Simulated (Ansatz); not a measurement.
Consider the ligand exchange at the Sc–O bond: `[NH2][Sc]([OH])[O][SiH3]` + NH₃ → `[NH2][Sc]([NH2])[OH]` + `O[SiH3]`.

Gas-phase electronic energies from Ansatz, PBE0-D4/def2-TZVP geometries. CCSD(T)/CBS adds triple-zeta CCSD(T) − MP2 to the extrapolated MP2 energy (def2 sets, frozen cores). This one scheme is used for every species. DFT in def2-TZVPP. B3LYP here is the variant with VWN-RPA as its local correlation; programs differ in this. HSE06 is defined as in plane-wave codes. For Sc outer-core shells are correlated without core-valence functions, which leaves a few kJ/mol of doubt a bond. Scalar relativity is left out up to krypton. One conformer a species, not always the lowest.

`[NH2][Sc]([OH])[O][SiH3]`:

Cartesian coordinates in Å:
```
N 0.545 -1.796 -1.693
Sc 0.947 -0.349 -0.402
O 2.746 0.093 -0.164
O -0.533 0.467 0.481
Si -1.739 1.215 1.270
H -0.373 -2.148 -1.930
H 1.221 -2.319 -2.236
H 3.587 0.460 0.092
H -2.356 2.267 0.414
H -1.241 1.866 2.515
H -2.804 0.245 1.652
```

NH₃:

Cartesian coordinates in Å:
```
N 0.027 -0.174 0.220
H -0.940 -0.073 -0.064
H 0.373 0.754 0.431
H 0.540 -0.507 -0.587
```

`[NH2][Sc]([NH2])[OH]`:

Cartesian coordinates in Å:
```
N -1.063 -1.517 -0.093
Sc 0.072 0.111 -0.272
N 0.721 0.987 1.397
O 0.515 0.798 -1.957
H -1.348 -1.952 0.776
H -1.463 -2.066 -0.843
H 1.300 1.814 1.464
H 0.529 0.681 2.343
H 0.737 1.144 -2.815
```

`O[SiH3]`:

Cartesian coordinates in Å:
```
O -0.024 0.759 -1.032
Si 0.174 -0.189 0.301
H -0.908 0.850 -1.389
H -0.616 0.317 1.457
H 1.619 -0.143 0.621
H -0.243 -1.595 0.043
```

```tsv
level	ΔE (kJ/mol)	difference from CCSD(T)/CBS
LDA (SPW92)	97.7	-9.7
PBE-D4	99.9	-7.5
revPBE-D4	99.7	-7.7
BLYP-D4	103.2	-4.2
r2SCAN-D4	105.1	-2.3
B97M-V	108.7	1.3
PBE0-D4	102.4	-5.0
B3LYP-D4	105.1	-2.3
r2SCANh-D4	105.3	-2.1
r2SCAN0-D4	105.6	-1.8
HSE06-D4	102.2	-5.2
BHLYP-D4	109.3	1.9
CAM-B3LYP-D4	106.2	-1.2
ωB97X-V	104.7	-2.7
ωB97M-V	102.6	-4.8
B2PLYP	105.6	-1.8
PBE-QIDH	105.5	-1.9
PBE	98.4	-9.0
revPBE	98.2	-9.2
BLYP	100.8	-6.6
r2SCAN	104.5	-2.9
B3LYP	102.8	-4.6
r2SCANh	104.6	-2.8
r2SCAN0	104.9	-2.5
HSE06	100.8	-6.6
CAM-B3LYP	104.5	-2.9
LC-ωPBE	104.2	-3.2
RPA@PBE/def2-TZVPP	104.1	-3.3
HF/def2-SVP	124.8	17.4
MP2/def2-SVP	130.1	22.7
CCSD/def2-SVP	128.7	21.3
CCSD(T)/def2-SVP	129.6	22.2
HF/def2-TZVPP	110.7	3.3
MP2/def2-TZVPP	106.6	-0.8
SCS-MP2/def2-TZVPP	107.3	-0.1
CCSD/def2-TZVPP	106.6	-0.8
HF/def2-QZVPP	111.8	4.4
SCS-MP2/def2-QZVPP	108.2	0.8
MP2/CBS(def2)	107.6	0.2
CCSD/CBS(def2)	107.6	0.2
CCSD(T)/CBS	107.4	0
```

Largest T1 diagnostic among the species: 0.015.

From BLYP to BHLYP (50 % exact exchange), in def2-TZVPP and without D4, ΔE moves by +5.6 kJ/mol. At CCSD(T), def2-SVP lies +22.2 kJ/mol from the extrapolated value and def2-TZVPP −1.0 kJ/mol. Leaving LDA and LC-ωPBE aside and taking each functional with its dispersion term where it has one, the values spread over 9.6 kJ/mol, from revPBE-D4 to BHLYP-D4.
